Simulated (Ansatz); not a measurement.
Reaction (germylene formation by 1,1-elimination): `F[CH2][GeH2][Cl]` → fluoromethane + `[Cl][GeH]`

Program: Ansatz. Geometries: PBE0-D4/def2-TZVP. ΔE: electronic, gas phase. CCSD(T)/CBS adds triple-zeta CCSD(T) − MP2 to the extrapolated MP2 energy (def2 sets, frozen cores). This one scheme is used for every species. Functionals use def2-TZVPP. B3LYP here is the variant with VWN-RPA as its local correlation; programs differ in this. For Ge outer-core shells are correlated without core-valence functions, which leaves a few kJ/mol of doubt a bond. Scalar relativity is left out up to krypton. Each species was taken in one conformer, which may not be the lowest.

| level | ΔE (kcal/mol) | difference from CCSD(T)/CBS |
| --- | --- | --- |
| r2SCAN-D4 | 22.6 | 2.5 |
| PBE0-D4 | 21.5 | 1.4 |
| B3LYP-D4 | 15.5 | -4.6 |
| ωB97X-V | 22.5 | 2.4 |
| B2PLYP | 17.5 | -2.6 |
| r2SCAN | 22.2 | 2.1 |
| PBE0 | 20.0 | -0.1 |
| B3LYP | 12.8 | -7.3 |
| HF/def2-TZVPP | 15.1 | -5.0 |
| MP2/def2-TZVPP | 25.2 | 5.1 |
| CCSD/def2-TZVPP | 21.5 | 1.4 |
| CCSD(T)/def2-TZVPP | 22.3 | 2.2 |
| HF/def2-QZVPP | 14.7 | -5.4 |
| HF/CBS(def2) | 14.7 | -5.4 |
| MP2/CBS(def2) | 22.9 | 2.8 |
| CCSD/CBS(def2) | 19.3 | -0.8 |
| CCSD(T)/CBS | 20.1 | 0 |

Largest T1 diagnostic among the species: 0.013.

In def2-TZVPP, CCSD(T) changes the Hartree–Fock value by +7.3 kcal/mol (the triples alone add +0.8 kcal/mol) and MP2 by +10.1 kcal/mol. The D4 term adds +2.7 kcal/mol with B3LYP and +1.5 kcal/mol with PBE0; it sums over pairs of atoms, weighted by their polarisabilities, and B3LYP, whose exchange is more repulsive, gets the larger term. From PBE to PBE0 (25 % exact exchange), in def2-TZVPP and without D4, ΔE moves by +3.1 kcal/mol.
